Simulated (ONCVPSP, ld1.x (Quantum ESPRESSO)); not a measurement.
**Potentials for nitrogen compared**

Generated with ld1.x 7.5 (TM, RRKJ, ultrasoft, PAW), atompaw 4.2 or ONCVPSP 4.0.1. The cutoff is in Ry: for ld1.x and atompaw files where the sum of valence levels is converged to 10 mRy in a Bessel basis, for ONCV files where the hardest occupied wave has 1 mHa per electron of residual kinetic energy. The error is the largest all-electron minus pseudo excitation energy over each file’s own four to seven test configurations (ionisations up to +4, promotions, holes and added fractions of an electron), all of which were solved. The labels leave out finer settings (local radius, basis sizes, second energies), which also bear on the numbers. Spin-polarised tests are not counted. The rows are a selection from randomly drawn settings: files with unsolved tests, undetermined cutoffs or missed reference levels are left out.

A true bound ghost makes a file unfit for plane-wave use even where its test errors are small: the radial tests pick states by their node count and pass the ghost by.

```csv
potential,cutoff (Ry),largest error (meV),bound ghosts
"ONCV, PBEsol, non-relativistic, rc 1.10/1.25/1.10 (spd), local d, core correction no, reference 2s1 2p4, qcut 5.5/7.5/10.3, projectors 1/2/0",141,+278,none
"ONCV, PW91, scalar-relativistic, rc 1.05/2.40 (sp), local s, core correction yes, reference 2s2 2p3, qcut 6.7/5.1, projectors 0/2",50,+4218,none
"ONCV, PBE, scalar-relativistic, rc 0.70/2.00/1.90 (spd), local smoothed, core correction no, reference 2s2 2p2, qcut 11.4/8.1/5.4, projectors 1/2/2",121,+993,none
"ONCV, PBEsol, scalar-relativistic, rc 0.75/1.40/1.55 (spd), local smoothed, core correction yes, reference 2s2 2p2.5, qcut 10.5/11.2/6.5, projectors 2/1/2",69,+43,none
"RRKJ, PBEsol, scalar-relativistic, rc 1.15/1.25 (sp), local s, core correction no, reference 2s2 2p3",70,+470,none
"ONCV, PBE, scalar-relativistic, rc 0.75/1.40 (sp), local smoothed, core correction no, reference 2s1 2p4, qcut 9.4/7.8, projectors 1/2",60,+1469,none
"ONCV, PBE, scalar-relativistic, rc 1.00/2.30 (sp), local smoothed, core correction no, reference 2s2 2p3, qcut 5.9/4.7, projectors 2/3",151,+4163,none
"ONCV, PBE, fully relativistic, rc 0.90/1.40/1.45 (spd), local smoothed, core correction yes, reference 2s2 2p3, qcut 8.3/12.1/6.9, projectors 2/3/2",72,+255,none
```

(1) Fill in the row for N: ONCV, BLYP, scalar-relativistic, rc 0.70/1.70 (sp), local smoothed, core correction yes, reference 2s2 2p3, qcut 12/6.9, projectors 3/2.

## Answers

(1) cutoff 124 Ry, largest error +1091 meV, bound ghosts: s.
